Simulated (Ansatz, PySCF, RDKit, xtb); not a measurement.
Pair of molecules: CH4O (SMILES CO) (first 6 atoms) with GeH4 (SMILES [GeH4]); geometry from B3LYP-D3(BJ)/def2-TZVP, rigid monomers moved along the line of their centres of mass till O2···Ge7 is 4.46 Å.
(charge 0, multiplicity 1):
```xyz
11

C     -0.4500     0.1717     0.4887
O      0.7908     0.2818     1.1747
H     -1.2532     0.7080     1.0051
H     -0.7026    -0.8870     0.4658
H     -0.3814     0.5359    -0.5415
H      1.0421     1.2101     1.2146
Ge    -0.0503    -0.2342     5.5212
H     -0.5943    -1.4285     4.7285
H     -0.6433     1.0737     4.9730
H      1.4806    -0.1890     5.4573
H     -0.4843    -0.3755     6.9938
```

Interaction energies are E(AB) − E(A) − E(B) at the monomers' geometry in the complex; basis-set methods are counterpoise corrected. Rows marked so take none. RDKit's UFF carries no charges.

Correlated levels freeze the cores. Filled d and f shells under p-block atoms count as core. Rows in 6-31G* carry no dispersion term and start afresh at each structure (6-31G* with six Cartesian d functions); the Pople sets are all-electron and without relativity.

The values were computed with Ansatz (Gaussian basis) for Hartree–Fock, density functionals and correlated methods; PySCF for 6-31G* rows, the dispersion terms; RDKit for the force fields; xtb for the GFN methods. Each number belongs to the level named beside it.

| level | interaction energy (meV) |
|---|---|
| UFF | -20.4 |
| GFN2-xTB | -35.3 |
| HF/6-31G* | -10.5 |
| HF/6-31G* (no counterpoise) | -35.2 |
| HF/aug-cc-pVDZ | -12.5 |
| B3LYP/def2-TZVPPD | -4.6 |
| PBE0-D3(BJ)/def2-TZVPPD | -31.1 |
| wB97X-V/def2-TZVPPD | -28.3 |
| SCS-MP2/aug-cc-pVDZ | (withheld) |

### Question
Fill in the missing entries.

### Answer

- SCS-MP2/aug-cc-pVDZ, interaction energy (meV): -23.7

Ansatz is a first-principles code.
